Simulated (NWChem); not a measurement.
GaF, singlet; SMILES [F][Ga]

Program: NWChem. Low-valent species are run as closed-shell singlets; no triplet was tried in these runs. All runs use the structure optimised with B3LYP/6-31G* (spherical d). Ions are spin-unrestricted doublets at the neutral geometry; other ion states weren't tried.

| level | basis functions | vertical ionisation energy, ΔSCF (eV) | −ε(HOMO) (eV) | ΔSCF minus −ε(HOMO) (eV) |
|---|---|---|---|---|
| PBE/3-21G | 31 | 9.70 | 6.04 | 3.66 |
| PBE/pcseg-1 | 41 | 10.47 | 6.72 | 3.75 |
| PBE/aug-pcseg-1 | 59 | 10.50 | 6.83 | 3.67 |
| PBE/pcseg-2 | 73 | 10.44 | 6.73 | 3.71 |
| PBE/def2-TZVPP | 79 | 10.42 | 6.72 | 3.70 |
| PBE/def2-QZVP | 132 | 10.44 | 6.78 | 3.66 |
